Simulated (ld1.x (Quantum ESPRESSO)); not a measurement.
## Before and after: TM potential for Se (Z = 34)

Se, norm-conserving Troullier–Martins (Kleinman–Bylander form), made with ld1.x (Quantum ESPRESSO) 7.5 (PBE, scalar-relativistic). Core [Ar] 3d10, reference 4s2 4p4. Waves: 4s (bound): rc 1.15 bohr; 4p (bound): rc 1.70 bohr; 4d channel at -0.15 Ry: rc 1.75 bohr. Local part: all-electron potential smoothed inside 1.15 bohr (lloc = -1). Core correction: none.

All-electron outer shells of the reference configuration (PBE, scalar-relativistic, ld1.x):

```csv
shell,level (eV),outermost node (bohr),outermost maximum (bohr)
3p,-152.98,0.21,0.50
3d,-53.12,–,0.45
4s,-17.29,0.70,1.51
4p,-6.51,0.74,1.82
```

Change: functional Wu–Cohen.

Cutoffs: the cutoffs (Ry, on a coarse ladder) from which the occupation-weighted sum of valence levels, in a spherical-Bessel basis at the reference potential, stays within 10 and 1 mRy of its value at 400 Ry; they do not see the model core or the augmentation charge, which bear on the density cutoff. Errors are all-electron minus pseudo energies relative to the spin-unpolarised reference configuration.

Problem. How do hardness, ghosts and transferability respond?

Solution. The potential gets neither clearly harder nor softer (90 Ry and 180 Ry → 90 Ry and 180 Ry); both files keep a bound ghost (s); of the 7 tests that both files solve, the error grows in 0 and shrinks in 5 by more than 15 % and 0.3 meV (median size 25.7 → 14.5 meV).

```csv
quantity,base,changed
"cutoff, loose",90 Ry,90 Ry
"cutoff, tight",180 Ry,180 Ry
bound ghosts,s,s
"error for 4s2 4p3, meV [ΔE 10.84 → 10.86 eV]",-4.1,-2.7
"error for 4s2 4p2, meV [ΔE 31.19 → 31.25 eV]",-26,-14
"error for 4s2 4p1, meV [ΔE 62.06 → 62.21 eV]",-86,-50
"error for 4s1 4p4, meV [ΔE 22.38 → 22.43 eV]",+15,+15
"error for 4s0 4p6, meV [ΔE 21.96 → 22.03 eV]",+89,+73
"error for 4s2 4p3.5, meV [ΔE 4.31 eV]",-1.0,-0.8
"error for 4s2 4p0, meV [ΔE 104.25 → 104.50 eV]",-194,-135
s: phases at 1.90 bohr within 0.05 rad from the reference energy up to (Ry; the scan ends near 5),to the end of the scan,to the end of the scan
p: phases at 1.90 bohr within 0.05 rad from the reference energy up to (Ry; the scan ends near 5),2.9,3.0
d: phases at 1.90 bohr within 0.05 rad from the reference energy up to (Ry; the scan ends near 5),0.9,0.9
```

 A true bound ghost makes a file unfit for plane-wave use even where its test errors are small: the radial tests pick states by their node count and pass the ghost by.
